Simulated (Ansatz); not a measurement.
Isomers of CH5AlO2, B3LYP-D3(BJ)/def2-TZVP minima from an xTB search, which can miss the lowest.
Isomer 1, SMILES [CH3][Al]([OH])[OH] (charge 0, multiplicity 1):
```xyz
9

C     -1.134    -1.011    -0.022
Al     0.307     0.284     0.005
O      1.910    -0.283    -0.032
O     -0.075     1.941     0.066
H     -1.060    -1.661    -0.898
H     -1.091    -1.661     0.856
H     -2.111    -0.527    -0.038
H      2.701     0.256    -0.021
H      0.553     2.663     0.085
```
Isomer 2, SMILES C[O][AlH][OH] (charge 0, multiplicity 1):
```xyz
9

C      1.3694    -0.4641     0.3840
O      0.5528     0.6579     0.1688
Al    -1.0358     0.9942    -0.2800
O     -2.1805    -0.2094    -0.6269
H      2.2280    -0.4378    -0.2929
H      1.7464    -0.4612     1.4106
H      0.8371    -1.4087     0.2206
H     -1.4802     2.4846    -0.3827
H     -2.0373    -1.1555    -0.6016
```

Cores are frozen in the correlated methods. MP2 and its Hartree–Fock in cc-pV(Q+d)Z are density fitted.

The values were computed with Ansatz (Gaussian orbitals). Values without a source in brackets are computed.

The energy of isomer 2 above isomer 1 is E(isomer 2) − E(isomer 1). Total energies (hartree):

```tsv
level	isomer 2	isomer 1
HF/cc-pV(T+d)Z	-432.6105608	-432.6434032
MP2/cc-pV(T+d)Z	-433.3479016	-433.3900031
HF/cc-pV(Q+d)Z	-432.6295972	-432.6624687
MP2/cc-pV(Q+d)Z	-433.4221802	-433.4652210
CCSD(T)/cc-pV(T+d)Z	-433.3978655	-433.4374147
```

Task: Work out the energy of isomer 2 above isomer 1 at the basis-set limit: extrapolate the MP2 correlation part as X⁻³, take Hartree–Fock from the larger set, and add the CCSD(T) − MP2 difference of cc-pV(T+d)Z.

Result: 
1. Differences (1 hartree = 627.509 kcal/mol): HF/cc-pV(T+d)Z 20.609; MP2/cc-pV(T+d)Z 26.419; HF/cc-pV(Q+d)Z 20.627; MP2/cc-pV(Q+d)Z 27.008; CCSD(T)/cc-pV(T+d)Z 24.817.
2. Correlation parts, MP2 less HF: 5.810 in cc-pV(T+d)Z (X = 3), 6.381 in cc-pV(Q+d)Z (X = 4).
3. Limit (4³·(6.381) − 3³·(5.810))/(4³ − 3³) = 6.798; with HF/cc-pV(Q+d)Z it gives 27.425.
4. CCSD(T) less MP2 in cc-pV(T+d)Z: -1.602.
Result: 25.82 kcal/mol, against 26.42 at MP2/cc-pV(T+d)Z. It is an estimate of this method's limit, not of the exact value.

Ansatz is an electronic-structure program.
